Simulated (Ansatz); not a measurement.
AlBGeH6, SMILES `[AlH2][BH][GeH3]`: the same geometry under several functionals.

```yaml
crystal:
  periodic: [false, false, false]
  atoms:
    - {symbol: Al, position_ang: [-0.978835, 1.068052, -1.488032]}
    - {symbol: B, position_ang: [0.506348, 0.656819, -0.055801]}
    - {symbol: Ge, position_ang: [0.525733, -1.032842, 1.128809]}
    - {symbol: H, position_ang: [-0.859949, 0.500576, -2.971230]}
    - {symbol: H, position_ang: [-2.275970, 1.899782, -1.084817]}
    - {symbol: H, position_ang: [1.448818, 1.374122, 0.138180]}
    - {symbol: H, position_ang: [1.678098, -1.933596, 0.632070]}
    - {symbol: H, position_ang: [-0.762683, -1.877485, 1.076069]}
    - {symbol: H, position_ang: [0.807041, -0.701630, 2.607752]}
basis:
  gaussian: {orbitals: def2-TZVPP}
hamiltonian: {xc: pbe0, dispersion: d4}
output: {orbitals: {seedname: orbitals}}
```

```sh
$ ansatz run in.yaml --threads 2 --pin off --events-out ev --progress --plain --max-ram 4352MiB
```

Output, abridged:

```
Functional definition: PBE0
1224 factors; their error is unknown
mean field evaluation 1: about -63874.5967 eV, gradient 2.4e1 eV
mean field evaluation 2: about -63875.0841 eV, gradient 2.0e1 eV
mean field evaluation 4: about -63875.9208 eV, gradient 5.9e-1 eV
mean field evaluation 8: about -63876.1974 eV, gradient 2.4e-1 eV
mean field -63876.19747294 eV, -2347.4069602890 hartree, gradient 2.3e-5 eV, S^2 0.000000; 0 other end points of the search recorded, 0 dependent functions left out
reference -63876.19751216 eV, -2347.4069617301 hartree; 28, 28 occupied and 177, 177 virtual orbitals, 1224 factors
Total energy: -63876.32956455 eV, -2347.4118145658 hartree
```

Run time 3.6 s (2 threads of an Arm Neoverse V1 on a shared host); peak host memory 0.44 GiB.

The same input with `hamiltonian: {xc: {name: r2SCANh}, dispersion: d4}` (abridged; 6 s):

```
Functional definition: r2SCANh
mean field -63885.75300006 eV, -2347.7581194334 hartree, gradient 5.4e-5 eV, S^2 0.000000
Total energy: -63885.79294876 eV, -2347.7595875213 hartree
```

With the line `hamiltonian: {xc: {name: PBE-QIDH}}` (abridged; 8 s):

```
Functional definition: PBE-QIDH
mean field evaluation 16: about -63860.1603 eV, gradient 8.6e-5 eV
mean field -63860.16032069 eV, -2346.8176058140 hartree, gradient 3.1e-6 eV, S^2 0.000000
15 core orbitals not correlated: weight in the atoms' cores, before any rotation towards them, 1.000 or more for the frozen orbitals, at most 0.000 for the correlated occupied ones
second order -13.70617882 eV of doubles, -0.00000000 eV of singles
Total energy: -63864.72906302 eV, -2346.9855039980 hartree
```

The same input with `hamiltonian: {xc: {name: wB97X-V}}` (abridged; 11 s):

```
Functional definition: wB97X-V
mean field evaluation 16: about -63881.2990 eV, gradient 4.8e-5 eV
mean field -63881.29900770 eV, -2347.5944382335 hartree, gradient 4.8e-5 eV, S^2 0.000000
Total energy: -63881.29900517 eV, -2347.5944381405 hartree
```

With the line `hamiltonian: {xc: {name: B97M-V}}` (abridged; 11 s):

```
Functional definition: B97M-V
mean field evaluation 16: about -63876.0976 eV, gradient 7.4e-5 eV
mean field -63876.09755364 eV, -2347.4032883223 hartree, gradient 1.2e-5 eV, S^2 0.000000
Total energy: -63876.09762887 eV, -2347.4032910869 hartree
```

The same input with `hamiltonian: {xc: {name: B2PLYP}}` (abridged; 7 s):

```
Functional definition: B2PLYP
mean field evaluation 16: about -63869.4573 eV, gradient 5.3e-6 eV
mean field -63869.45734185 eV, -2347.1592650401 hartree, gradient 5.4e-6 eV, S^2 0.000000
15 core orbitals not correlated: weight in the atoms' cores, before any rotation towards them, 1.000 or more for the frozen orbitals, at most 0.000 for the correlated occupied ones
second order -14.81442155 eV of doubles, -0.00000000 eV of singles
Total energy: -63873.45743503 eV, -2347.3062657531 hartree
```
